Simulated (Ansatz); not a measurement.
Basis-set extrapolation for CH8O2Si2, SMILES `CO[SiH2][SiH2]O` (PBE0-D4/def2-TZVP geometry, frozen core, Ansatz 0.2.0). Multiplicity 1, RHF reference.

```json
{"": "HF", "def2-TZVPP": "-770.295237", "def2-QZVPP": "-770.323048"}
{"": "MP2 correlation", "def2-TZVPP": "-0.900578", "def2-QZVPP": "-0.970057"}
{"": "CCSD(T) correlation", "def2-TZVPP": "-0.986181", "def2-QZVPP": "not run"}
```

Energies in hartree. Use E(X) = E(∞) + A·exp(−7.88·√X) for Hartree–Fock and E(X) = E(∞) + B·X^(−2.97) for correlation, with X = 3 and 4, and add CCSD(T) minus MP2 of the smaller set to the MP2 limit.

Problem. What is the CCSD(T) energy at the basis-set limit?

Solution. HF limit: -770.323048 + (-0.027811) × 0.13774 = -770.32688. MP2 limit: -0.970057 + (-0.069479) × 0.74074 = -1.02152. Higher-order term: -0.986181 − (-0.900578) = -0.08560. Total: -771.43400 hartree, 95.7 kcal/mol below CCSD(T)/def2-TZVPP.
